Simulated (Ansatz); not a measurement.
Consider the ligand exchange at the Sc–O bond: `C[O][Sc]([NH2])[OH]` + HCl → `[NH2][Sc]([OH])[Cl]` + CH₃OH.

Computed with Ansatz on PBE0-D4/def2-TZVP structures; ΔE is electronic, products minus reactants. CCSD(T)/CBS adds triple-zeta CCSD(T) − MP2 to the extrapolated MP2 energy (def2 sets, frozen cores). This one scheme is used for every species. Functionals use def2-TZVPP. For Sc outer-core shells are correlated without core-valence functions, which leaves a few kJ/mol of doubt a bond. Scalar relativity is left out up to krypton. Each species was taken in one conformer, which may not be the lowest.

`C[O][Sc]([NH2])[OH]`:

Cartesian coordinates in Å:
```
C 1.732 0.179 -1.562
O 0.687 0.064 -0.663
Sc -0.847 -0.140 0.387
N -0.629 0.182 2.339
O -2.560 -0.616 -0.216
H 2.527 -0.543 -1.335
H 1.399 -0.004 -2.592
H 2.175 1.182 -1.526
H 0.224 0.444 2.815
H -1.357 0.114 3.038
H -3.351 -0.862 -0.684
```

HCl:

Z-matrix (Å, degrees):
```
Cl
H 1 1.279
```

`[NH2][Sc]([OH])[Cl]`:

Z-matrix (Å, degrees):
```
N
Sc 1 1.963
H 1 1.013 2 125.3
H 1 1.012 2 126.8 3 180.0
O 2 1.851 1 114.7 3 180.0
Cl 2 2.329 1 118.3 3 -0.0
H 5 0.953 2 168.5 1 180.0
```

CH₃OH:

Cartesian coordinates in Å:
```
C -0.329 -0.131 0.041
O 0.930 0.045 -0.566
H -0.884 -0.840 -0.574
H -0.904 0.802 0.088
H -0.250 -0.546 1.053
H 1.437 0.669 -0.043
```

CCSD(T)/CBS gives -45.2 kJ/mol.

Another level gave -53.7 kJ/mol. Which?
A. revPBE-D4/def2-TZVPP
B. RPA@PBE/def2-TZVPP
C. PBE0/def2-TZVPP
D. HF/def2-TZVPP

C. PBE0 -53.7, RPA@PBE/def2-TZVPP -42.0, revPBE-D4 -46.0, HF/def2-TZVPP -65.3 kJ/mol.

Largest T1 diagnostic among the species: 0.016.

Leaving LDA and LC-ωPBE aside and taking each functional with its dispersion term where it has one, the values, not all of them listed here, spread over 15.1 kJ/mol, from r2SCAN0-D4 to BLYP-D4. LDA lies +7.8 kJ/mol from PBE without D4. From PBE to PBE0 (25 % exact exchange), in def2-TZVPP and without D4, ΔE moves by −6.9 kJ/mol. In def2-TZVPP, CCSD(T) changes the Hartree–Fock value by +20.5 kJ/mol (the triples alone add +1.7 kJ/mol) and MP2 by +20.4 kJ/mol.
